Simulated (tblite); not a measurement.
C3H12OSi3.
Z-matrix (Å and degrees, GFN2-xTB geometry), rows numbered from 1:
```
O 
C   1  1.2021
C   2  1.4892  1  124.62
C   3  1.5212  2  112.42  1    15.75
Si  4  1.9204  3  113.07  2   -48.14
Si  5  2.3122  4  113.12  3    98.56
Si  6  2.3142  5  116.97  4   -14.41
H   2  1.1065  1  120.49  3  -178.43
H   3  1.0963  2  105.90  1  -104.44
H   3  1.0944  2  109.08  1   141.13
H   4  1.0912  3  108.56  2    73.76
H   4  1.0891  3  108.50  2  -170.85
H   5  1.4790  4  103.41  3  -139.08
H   5  1.4714  4  106.39  3   -31.18
H   6  1.4718  5  108.87  4  -139.49
H   6  1.4787  5  108.64  4   109.93
H   7  1.4678  6  113.37  5   139.10
H   7  1.4717  6  112.28  5    20.86
H   7  1.4628  6  114.26  5   -99.51
```

Computed with GFN2-xTB (tblite): harmonic, unscaled wavenumbers at the GFN2-xTB geometry, gas phase. The method is semi-empirical: single wavenumbers can be off by several per cent or more. Modes of hydrogen on silicon can be 10 to 20 % off. One conformer, not necessarily the lowest.

Harmonic wavenumbers (cm⁻¹): 34.6, 56.0, 74.0, 75.0, 108.8, 154.4, 165.3, 205.5, 299.9, 346.6, 396.2, 409.1, 454.1, 461.0, 500.1, 564.7, 587.2, 617.5, 629.8, 676.7, 698.1, 769.9, 794.5, 809.9, 826.7, 839.7, 840.2, 863.7, 937.1, 958.0, 1090.0, 1110.3, 1185.0, 1277.6, 1320.1, 1363.1, 1427.6, 1494.0, 1767.3, 2100.5, 2118.1, 2158.7, 2174.0, 2178.0, 2211.8, 2254.6, 2777.2, 2921.2, 2948.7, 2978.3, 3003.9.

A = 1840, B = 1051, C = 812.5 MHz; mass 148.020 u (most abundant isotopes); point group C1, symmetry number 1.

Task: Zero-point energy?

Result: ½Σν̃ = 28507 cm⁻¹ = 341.02 kJ/mol.

Task: Give the ideal-gas entropy at 298.15 K and 1 bar in the rigid-rotor, harmonic-oscillator model (classical rotation).

Result: Translation 171.18, rotation 124.28, vibration 166.11: S = 461.6 J/(mol K).

Task: And Cp and H(298.15 K) − H(0)?

Result: Cp = 192.47 J/(mol K), of which vibrations give 159.22 (their classical limit is 51 R = 424.0); H(298.15 K) − H(0) = 34.89 kJ/mol without the zero-point energy, 24.98 from vibrations.

Task: Which modes carry the vibrational entropy at 298.15 K?

Result: 34.6 cm⁻¹: 23.21; 56.0 cm⁻¹: 19.22; 74.0 cm⁻¹: 16.92; 75.0 cm⁻¹: 16.81; 108.8 cm⁻¹: 13.77; 154.4 cm⁻¹: 10.95 J/(mol K); the other 45 give 65.24 together.

Task: Blend soft modes into free rotors: weight 1/[1 + (100 cm⁻¹/ν̃)⁴] for the oscillator and the rest for a rotor with moment μB/(μ + B), μ = h/(8π²ν), B = 10⁻⁴⁴ kg m². What vibrational entropy results?

Result: 148.27 J/(mol K) in place of 166.11, which changes −T·S at 298.15 K by +5.32 kJ/mol.

Hindered rotation and anharmonicity are outside this model. Other conformers, if any are populated, would add a mixing term that is left out. The structure is chiral; the term R ln 2 for an equal mix with its mirror image is left out.
